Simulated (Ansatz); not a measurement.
A nudged elastic band was laid between two geometries of BFH6NSi (10 atoms, charge 1, multiplicity 1).

These are results of RHF/def2-SVP (Ansatz), not measurements.

| Property | Result |
| --- | --- |
| movable images | 5 |
| climbing image | yes |
| spring | 5.0 eV/Å² |
| optimiser | quadratic models (default) |
| start path | through a guess of the saddle point |
| force threshold | 0.05 eV/Å |
| iteration limit | 60 |
| end points | relaxed |

Image 0:

```xyz
10
Properties=species:S:1:pos:R:3
N -0.518 1.120 -0.956
B 0.188 -0.252 -0.621
F 0.582 -0.815 -1.711
Si 0.419 -0.990 1.299
H -0.041 1.900 -0.512
H -1.473 1.143 -0.607
H -0.544 1.298 -1.957
H -0.315 -2.268 1.339
H -0.167 0.010 2.217
H 1.869 -1.147 1.509
```

Image 6:

```xyz
10
Properties=species:S:1:pos:R:3
N -0.513 1.109 -0.952
B 0.195 -0.268 -0.632
F 0.583 -0.819 -1.729
Si 0.419 -0.990 1.293
H -0.033 1.886 -0.503
H -1.467 1.129 -0.601
H -0.542 1.296 -1.951
H 1.209 0.029 2.017
H 1.095 -2.292 1.205
H -0.946 -1.079 1.853
```

Problem. What changes between the two ends?

Solution. No bond is made or broken. The dihedral F3–B2–Si4–H9 goes from 179 to -1°.

Problem. Give the energies along the band, and the barrier.

Solution. The run converged. The highest image is number 2 of 0 to 6, 0.001 eV above the ends, which have the same energy within 2 meV. The top lies less than 8 meV above the higher end, about what the thresholds resolve: that end is a shoulder or a very shallow well. A vibrational analysis at the climbing image gives no mode beyond 40i cm⁻¹: the surface is too flat there to confirm a saddle point. Limits of this set-up: the dipole of an ion depends on the origin.

| image | path coordinate (Å) | energy (eV) | dihedral F3–B2–Si4–H9 (°) |
| --- | --- | --- | --- |
| 0 | 0.00 | 0.000 | 179 |
| 1 | 0.98 | 0.001 | -153 |
| 2 | 1.96 | 0.001 | -122 |
| 3 | 2.94 | 0.001 | -90 |
| 4 | 3.92 | 0.000 | -58 |
| 5 | 4.90 | 0.001 | -29 |
| 6 | 5.87 | 0.001 | -1 |

Problem. What is the geometry of the highest image?

Solution. 
```xyz
10
Properties=species:S:1:pos:R:3
N -0.335 1.173 -0.954
B -0.073 -0.349 -0.618
F -0.184 -1.053 -1.690
Si 0.377 -1.013 1.289
H 0.474 1.747 -0.730
H -1.105 1.549 -0.406
H -0.553 1.311 -1.938
H 0.547 -2.471 1.224
H -0.757 -0.596 2.140
H 1.610 -0.300 1.684
```

The band took 10 iterations and of the order of 100 core-seconds.

The run took 99 s on 1 thread of Intel(R) Xeon(R) Platinum 8259CL CPU @ 2.50GHz (Skylake/Cascade Lake), with other jobs on the host, peak memory 0.18 GiB.
